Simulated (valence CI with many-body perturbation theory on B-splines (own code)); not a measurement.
**E1 line list for La XLIII**

Level of theory: valence CI with perturbative core correlation (CI+MBPT): five valence electrons over a frozen Dirac-Fock core [Ne], a basis of 9 s, 9 p, 8 d, 6 f, 3 g, 1 h functions for each j, with the one-electron correlation potential Σ1, the two-electron term Σ2, the three-electron term Σ3, Breit, model QED; selected CI, second order for the rest (own B-spline code, finite nucleus).

The last digits are not significant, and no measured levels were compared; by estimate large intervals hold to a few tenths of a per cent, small ones and those within an open d or f shell to about a per cent. Among the levels kept, up to 630 cm⁻¹ of a level comes from second order outside the variational space, and about a tenth of that is noise between levels of different J, which matters for small intervals.

Lines 1 to 50 of 207 in falling wavelength, among levels below 419.86 eV, chosen from the strongest by gf and those to the six lowest levels. Wavelengths and rates use the calculated energies. Electric multipoles are in the length gauge, E1 and E2 with the static RPA response of the core. Weak lines are less certain than strong ones. Lines between different terms over intervals too small for the method are left out, as are lines whose strength nearly cancels. The highest levels of a list are the least certain.

Levels are named by their leading jj configuration (3d3/2^4 stands for four electrons in 3d with j = 3/2), which in mixed levels can hold well under half, so a name can repeat and another be missing. Letters in brackets count levels of one name in rising energy.

```csv
λ vac (Å),Upper,Lower,A (s⁻¹),log gf,Branch %
733.3,(3s^2 3p3/2^3) J=3/2,(3s^2 3p1/2^2 3d5/2) J=5/2,3.84e+04,-4.91,0.2
278.4,(3s^2 3p3/2^3) J=3/2,(3s^2 3p1/2^2 3d3/2) J=3/2,5.50e+05,-4.59,3.1
247.0,(3s^2 3p1/2^2 3d3/2) J=3/2,(3s^2 3p1/2 3p3/2^2) J=1/2,7.15e+04,-5.58,0.0
217.6,(3s 3p1/2^2 3p3/2 3d3/2) J=3/2 [b],(3s 3p1/2 3p3/2^3) J=5/2,8.85e+07,-2.60,0.1
203.2,(3s^2 3p1/2^2 3d3/2) J=3/2,(3s^2 3p1/2 3p3/2^2) J=5/2,6.15e+07,-2.82,1.8
191.4,(3s 3p1/2^2 3p3/2 3d5/2) J=3/2,(3s 3p1/2 3p3/2^3) J=3/2 [b],9.21e+07,-2.69,0.1
177.7,(3s^2 3p1/2^2 3d3/2) J=3/2,(3s^2 3p1/2 3p3/2^2) J=3/2,3.18e+06,-4.22,0.1
168.0,(3s^2 3p1/2 3p3/2 3d5/2) J=3/2 [a],(3s^2 3p3/2^3) J=3/2,1.06e+08,-2.75,1.2
167.8,(3s 3p1/2^2 3p3/2 3d5/2) J=5/2,(3s 3p1/2 3p3/2^3) J=5/2,1.34e+08,-2.47,0.1
159.1,(3s 3p1/2^2 3p3/2 3d3/2) J=5/2 [a],(3s^2 3p1/2 3p3/2 3d3/2) J=3/2 [b],7.99e+08,-1.74,4.8
156.5,(3s 3p1/2^2 3p3/2 3d3/2) J=3/2 [a],(3s^2 3p1/2 3p3/2 3d3/2) J=1/2 [b],2.91e+08,-2.37,1.1
155.0,(3s 3p1/2^2 3p3/2 3d3/2) J=1/2 [a],(3s^2 3p1/2 3p3/2 3d3/2) J=1/2 [b],4.49e+08,-2.49,3.1
154.9,(3s^2 3p1/2 3p3/2 3d5/2) J=5/2 [a],(3s^2 3p3/2^3) J=3/2,2.47e+08,-2.27,0.1
149.9,(3s 3p1/2^2 3p3/2 3d5/2) J=5/2,(3s 3p1/2 3p3/2^3) J=3/2 [a],3.41e+08,-2.16,0.4
149.8,(3s 3p1/2^2 3p3/2 3d5/2) J=7/2,(3s 3p1/2 3p3/2^3) J=5/2,6.73e+07,-2.74,0.1
146.1,(3s 3p1/2^2 3p3/2 3d3/2) J=7/2,(3s^2 3p1/2 3p3/2 3d5/2) J=9/2,9.32e+07,-2.62,0.7
144.1,(3s 3p1/2^2 3p3/2 3d3/2) J=7/2,(3s^2 3p1/2 3p3/2 3d5/2) J=5/2 [a],8.61e+08,-1.67,6.8
139.9,(3s^2 3p1/2^2 3d5/2) J=5/2,(3s^2 3p1/2 3p3/2^2) J=5/2,4.61e+08,-2.09,1.9
138.5,(3s 3p1/2^2 3p3/2 3d3/2) J=7/2,(3s^2 3p1/2 3p3/2 3d3/2) J=5/2 [b],1.75e+09,-1.40,13.7
135.7,(3s 3p1/2^2 3p3/2 3d3/2) J=5/2 [b],(3s^2 3p1/2 3p3/2 3d5/2) J=5/2 [b],9.27e+07,-2.81,0.0
132.7,(3s 3p1/2^2 3p3/2 3d3/2) J=5/2 [b],(3s^2 3p1/2 3p3/2 3d5/2) J=7/2 [b],3.18e+08,-2.30,0.1
129.2,(3s 3p1/2^2 3p3/2 3d3/2) J=3/2 [b],(3s^2 3p1/2 3p3/2 3d3/2) J=1/2 [b],7.56e+08,-2.12,0.7
128.9,(3s 3p1/2^2 3p3/2 3d3/2) J=3/2 [b],(3s^2 3p1/2 3p3/2 3d3/2) J=3/2 [b],1.88e+09,-1.73,1.8
127.3,(3s^2 3p1/2^2 3d5/2) J=5/2,(3s^2 3p1/2 3p3/2^2) J=3/2,7.59e+08,-1.96,3.2
126.9,(3s 3p1/2^2 3p3/2 3d5/2) J=3/2,(3s^2 3p1/2 3p3/2 3d5/2) J=1/2,3.45e+08,-2.48,0.5
126.9,(3s 3p1/2^2 3p3/2 3d5/2) J=5/2,(3s^2 3p1/2 3p3/2 3d5/2) J=7/2 [b],1.49e+08,-2.66,0.2
124.7,(3s 3p1/2^2 3p3/2 3d5/2) J=3/2,(3s^2 3p1/2 3p3/2 3d5/2) J=3/2 [b],5.52e+08,-2.29,0.7
123.6,(3s^2 3p1/2 3p3/2 3d5/2) J=5/2 [b],(3s^2 3p3/2^3) J=3/2,1.88e+08,-2.59,0.1
121.0,(3s 3p1/2^2 3p3/2 3d3/2) J=3/2 [b],(3s^2 3p1/2 3p3/2 3d3/2) J=5/2 [b],1.06e+09,-2.03,1.0
119.5,(3s 3p1/2^2 3p3/2 3d5/2) J=9/2,(3s^2 3p1/2 3p3/2 3d5/2) J=9/2,4.06e+09,-1.06,27.9
119.1,(3s 3p1/2^2 3p3/2 3d3/2) J=5/2 [a],(3s^2 3p1/2 3p3/2 3d3/2) J=7/2,1.11e+09,-1.85,6.7
118.8,(3s^2 3p1/2 3p3/2 3d5/2) J=1/2,(3s^2 3p3/2^3) J=3/2,7.79e+08,-2.48,0.4
118.6,(3s 3p1/2^2 3p3/2 3d5/2) J=7/2,(3s^2 3p1/2 3p3/2 3d5/2) J=5/2 [b],3.95e+09,-1.18,3.7
116.3,(3s 3p1/2^2 3p3/2 3d5/2) J=7/2,(3s^2 3p1/2 3p3/2 3d5/2) J=7/2 [b],2.69e+09,-1.36,2.5
114.0,(3s 3p1/2^2 3p3/2 3d3/2) J=5/2 [b],(3s^2 3p1/2 3p3/2 3d3/2) J=3/2 [b],8.37e+08,-2.01,0.4
113.3,(3s 3p1/2^2 3p3/2 3d3/2) J=7/2,(3s^2 3p1/2 3p3/2 3d3/2) J=7/2,4.89e+09,-1.12,38.3
111.4,(3s 3p1/2^2 3p3/2^2) J=5/2,(3s^2 3p1/2 3p3/2^2) J=5/2,3.61e+09,-1.39,3.5
111.4,(3s 3p1/2^2 3p3/2 3d3/2) J=5/2 [a],(3s^2 3p1/2 3p3/2 3d3/2) J=3/2 [a],1.45e+09,-1.79,8.7
111.3,(3s 3p1/2^2 3p3/2 3d3/2) J=1/2 [b],(3s^2 3p1/2 3p3/2 3d3/2) J=1/2 [b],5.15e+09,-1.72,2.1
111.1,(3s 3p1/2^2 3p3/2 3d3/2) J=5/2 [b],(3s^2 3p1/2 3p3/2 3d5/2) J=5/2 [a],6.50e+08,-2.14,0.3
111.1,(3s 3p1/2^2 3p3/2 3d3/2) J=1/2 [b],(3s^2 3p1/2 3p3/2 3d3/2) J=3/2 [b],1.69e+09,-2.21,0.7
110.3,(3s 3p1/2^2 3p3/2 3d3/2) J=3/2 [a],(3s^2 3p1/2 3p3/2 3d3/2) J=1/2 [a],1.32e+09,-2.02,5.2
110.1,(3s 3p1/2^2 3p3/2 3d3/2) J=5/2 [a],(3s^2 3p1/2 3p3/2 3d3/2) J=5/2 [a],5.47e+09,-1.22,32.7
109.9,(3s 3p1/2^2 3p3/2 3d3/2) J=3/2 [a],(3s^2 3p1/2 3p3/2 3d3/2) J=3/2 [a],4.18e+09,-1.52,16.4
109.8,(3s 3p1/2^2 3p3/2 3d5/2) J=9/2,(3s^2 3p1/2 3p3/2 3d5/2) J=7/2 [a],1.05e+10,-0.72,71.9
109.5,(3s 3p1/2^2 3p3/2 3d3/2) J=1/2 [a],(3s^2 3p1/2 3p3/2 3d3/2) J=1/2 [a],6.66e+09,-1.62,45.9
109.1,(3s 3p1/2^2 3p3/2 3d3/2) J=1/2 [a],(3s^2 3p1/2 3p3/2 3d3/2) J=3/2 [a],3.28e+09,-1.93,22.6
108.6,(3s 3p1/2^2 3p3/2 3d3/2) J=3/2 [a],(3s^2 3p1/2 3p3/2 3d3/2) J=5/2 [a],4.10e+09,-1.54,16.1
107.8,(3s 3p1/2^2 3p3/2 3d3/2) J=5/2 [b],(3s^2 3p1/2 3p3/2 3d3/2) J=5/2 [b],2.38e+09,-1.61,1.1
107.0,(3s 3p1/2^2 3p3/2 3d5/2) J=5/2,(3s^2 3p1/2 3p3/2 3d5/2) J=5/2 [a],4.25e+09,-1.36,4.5
```
